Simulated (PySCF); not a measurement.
# Working with the constants of HgF⁻

RHF-CCSD(T) constants of HgF⁻, ¹Σ⁺ (singlet), closed shell (Hg def2-SVPD with ECP60, F def2-SVPD; scalar-relativistic core potentials (PySCF 2.14); masses 201.9706 and 18.9984 u):

```
ωe              : 241.1 cm⁻¹
ωexe            : 2.69 cm⁻¹
Be              : 0.16934 cm⁻¹
αe              : 0.00220 cm⁻¹
D (centrifugal) : 3.34e-07 cm⁻¹
De to Hg + F⁻   : 0.79 eV
```

Problem. Give the vibrational terms G(v) and spacings up to v = 6.

Solution. G(v) = ωe(v+½) − ωexe(v+½)².

| v | G(v) (cm⁻¹) | G(v) − G(v−1) | Bv (cm⁻¹) |
| --- | --- | --- | --- |
| 0 | 119.9 |  | 0.1682 |
| 1 | 355.6 | 235.7 | 0.1660 |
| 2 | 585.9 | 230.3 | 0.1638 |
| 3 | 810.9 | 225.0 | 0.1616 |
| 4 | 1030.5 | 219.6 | 0.1594 |
| 5 | 1244.7 | 214.2 | 0.1572 |
| 6 | 1453.5 | 208.8 | 0.1550 |

Problem. How well does the Morse estimate ωe²/(4ωexe) reproduce De, and what is D0?

Solution. It gives 0.67 eV, 85 % of the computed De. D0 = De − G(0) = 0.79 − 0.01 = 0.78 eV.

Correlated steps freeze 1 core orbital. Correlated levels converge slowly with the basis: in double zeta they bind strong bonds too weakly, by up to about 1 eV, and carry superposition errors of some tenths. Spin–orbit coupling is left out. For an ion De counts to the pair picked by the measured ionisation energies or electron affinities, which need not be the lowest pair at this level. The CCSD T1 diagnostic is raised, a sign that a single reference may not be enough here.
